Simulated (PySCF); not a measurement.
**Löwdin shares of the frontier orbitals**

Compound: Cd(SiH3)2 (singlet state).
Structure used (PBE0-D3(BJ)/def2-SVP), in Å, numbered top down from 1:
```
atom  x, y, z in Å
Cd1    0.009    0.007    0.000
Si2    0.001   -0.016    2.534
H3     0.903   -1.079    3.088
H4    -1.369   -0.277    3.086
H5     0.461    1.290    3.111
Si6    0.001    0.017   -2.534
H7     1.337    0.395   -3.102
H8    -0.998    0.990   -3.087
H9    -0.346   -1.329   -3.096
```

Method: TDDFT CAM-B3LYP/def2-SVPD, vertical, gas phase, core orbitals frozen in the response, def2 core potentials past Kr (PySCF 2.14.0, density-fitted response routines). Spin–orbit coupling is left out.

Frontier orbitals with the atoms that hold most of them (Löwdin shares over 4%, at most four atoms; ? is withheld):

| orbital | ε (eV) | atoms |
| --- | --- | --- |
| HOMO-3 | -10.88 | Si2 22%, Si6 22%, H7 16%, H4 16% |
| HOMO-2 | -10.88 | Si6 22%, Si2 22%, H3 16%, H8 16% |
| HOMO-1 | -10.16 | ? |
| HOMO | ? | Cd1 28%, Si2 25%, Si6 25% |
| LUMO | -0.54 | Cd1 66%, Si6 13%, Si2 13% |
| LUMO+1 | -0.54 | Cd1 66%, Si2 13%, Si6 13% |
| LUMO+2 | 0.33 | Cd1 27%, Si6 24%, Si2 24%, H7 4% |

**Question.** Give the leading atoms of the HOMO-1.

**Answer.** Cd1 (bonded to 2 Si) 40%; Si6 (bonded to Cd and 3 H) 22%; Si2 (bonded to Cd and 3 H) 22%. By element: silicon 44%, cadmium 40%.

**Question.** What is the HOMO energy, and the HOMO–LUMO gap?

**Answer.** ε(HOMO) = -7.85 eV; the gap is 7.31 eV (0.2687 hartree).

Within 0.005 eV of a neighbour in this list lie HOMO-3/HOMO-2 and LUMO/LUMO+1.

**Question.** The HOMO–LUMO gap is 7.31 eV. Where does the response calculation put the lowest singlet, and from which orbitals?

**Answer.** S1 is at 4.23 eV (f = 0.0000), 3.09 eV below the gap, made of HOMO→LUMO/LUMO+1 (99%). S1/S2 lie within about 0.01 eV of each other. 

For S1 the Löwdin share of cadmium is 28% in HOMO and 66% in LUMO.

Next come S2 at 4.23 eV (f 0.0000), HOMO→LUMO/LUMO+1 (99%); S3 at 5.87 eV (f 0.975), HOMO→LUMO+2 (95%); S4 at 6.82 eV (f 0.156), HOMO-1→LUMO/LUMO+1 (≥56%), HOMO→LUMO+6 (36%); S5 at 6.83 eV (f 0.156), HOMO-1→LUMO/LUMO+1 (≥56%), HOMO→LUMO+5 (37%).

Orbitals of the list HOMO-3 to LUMO+2 that lie within 0.01 eV of each other are written together with a slash and their weights summed (≥ marks a lower bound); for degenerate orbitals outside that list single weights are arbitrary.

Löwdin shares depend on the basis, the more so with diffuse functions.
